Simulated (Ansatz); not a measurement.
Ansatz (a quantum-chemistry and plane-wave program) input (RI-MP2/def2-TZVPP):
A basis named .json is the Basis Set Exchange file of that set.

Ansatz 0.2 input:
```yaml
crystal:
  periodic: [false, false, false]
  atoms:
    - {symbol: Ga, position_ang: [-0.00000000, -0.00000000, -0.75169122]}
    - {symbol: Cl, position_ang: [0.00000000, 0.00000000, 1.37073104]}
basis:
  gaussian:
    orbitals: def2-TZVPP
    fitting: {mean_field: def2-universal-jkfit, correlation: def2-TZVPP-RIFIT.json}
total_charge: 1
magnetization: {spin_polarized: true, initial_magnetization: 1}
correlation: {method: mp2, electrons: outside_noble_gas}
```

Output:

```
Functional definition: HF
integrals: 0.03 GiB planned
394 factors; integrals over basis functions are off by at most 1.4e0 eV
282 factors; integrals over basis functions are off by at most 1.3e2 eV
mean field: 0.21 GiB planned
mean field evaluation 1: about -64827.8583 eV, gradient 2.3e1 eV
mean field evaluation 2: about -64830.4921 eV, gradient 1.5e1 eV
mean field evaluation 4: about -64831.4619 eV, gradient 1.3e0 eV
mean field evaluation 8: about -64831.4855 eV, gradient 1.8e-6 eV
mean field evaluation 16: about -64830.1994 eV, gradient 2.6e0 eV
mean field -64831.48553514 eV, -2382.5131490573 hartree, gradient 1.8e-6 eV, S^2 0.767406; 5 other end points of the search recorded, 0 dependent functions left out
19 core orbitals not correlated
reference -64831.48553514 eV, -2382.5131490573 hartree; 5, 4 occupied and 66, 67 virtual orbitals, 282 factors
second order -5.81884089 eV of doubles, -0.00000000 eV of singles
Total energy: -64837.30437603 eV, -2382.7269875159 hartree
```
